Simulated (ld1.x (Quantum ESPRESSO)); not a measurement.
**What one change does to a pseudopotential (B, PAW)**

```
Element                 : boron
Generator               : ld1.x (Quantum ESPRESSO) 7.5
Type                    : PAW
Functional              : PBEsol
Relativity              : scalar-relativistic
Frozen core             : [He]
Valence charge          : 3
Reference configuration : 2s2 2p1
Partial waves           : 2s (bound): rcut 1.50, rcutus 1.85 bohr; 2s channel at 0.4 Ry: rcut 1.50, rcutus 1.85 bohr; 2p (bound): rcut 3.40, rcutus 4.25 bohr; 2p channel at 0.35 Ry: rcut 3.40, rcutus 4.25 bohr
Local potential         : all-electron potential smoothed inside 2.80 bohr (lloc = -1)
Core correction         : a·sin(br)/r model core, default radius (core density twice the valence density)
Augmentation charge     : PSQ, inside the norm-conserving radii
```

All-electron outer shells of the reference configuration (PBEsol, scalar-relativistic, ld1.x):

```tsv
shell	level (eV)	outermost node (bohr)	outermost maximum (bohr)
1s	-179.55	–	0.21
2s	-9.36	0.46	1.52
2p	-3.56	–	1.59
```

Change: local potential all-electron potential smoothed inside 4.88 bohr (lloc = -1).

Cutoffs: the cutoffs (Ry, on a coarse ladder) from which the occupation-weighted sum of valence levels, in a spherical-Bessel basis at the reference potential, stays within 10 and 1 mRy of its value at 400 Ry; they do not see the model core or the augmentation charge, which bear on the density cutoff. Errors are all-electron minus pseudo energies relative to the spin-unpolarised reference configuration.

How do hardness, ghosts and transferability respond?

Both files are so soft that the ladder of cutoffs tells neither apart; of the 7 tests that both files solve, the error grows in 1 and shrinks in 4 by more than 15 % and 0.3 meV (median size 5.2 → 1.3 meV); neither file shows a bound ghost.

```csv
quantity,base,changed
"cutoff, loose",6 Ry,6 Ry
"cutoff, tight",10 Ry,10 Ry
bound ghosts,none,none
"error for 2s2 2p0, meV [ΔE 8.14 eV]",+13,-1.3
"error for 2s1 2p0, meV [ΔE 33.40 eV]",+35,-11
"error for 2s2 2p0.5, meV [ΔE 2.86 eV]",+0.3,-0.6
"error for 2s1 2p1, meV [ΔE 14.26 eV]",-28,-11
"error for 2s1 2p2, meV [ΔE 5.82 eV]",-0.3,-1.1
"error for 2s2 2p1.3, meV [ΔE -0.72 eV]",+0.9,0.0
"error for 2s0 2p3, meV [ΔE 11.66 eV]",-5.2,-4.8
lowest overlap eigenvalue by channel,"s 0.66, p 0.16","s 0.77, p 0.13"
```
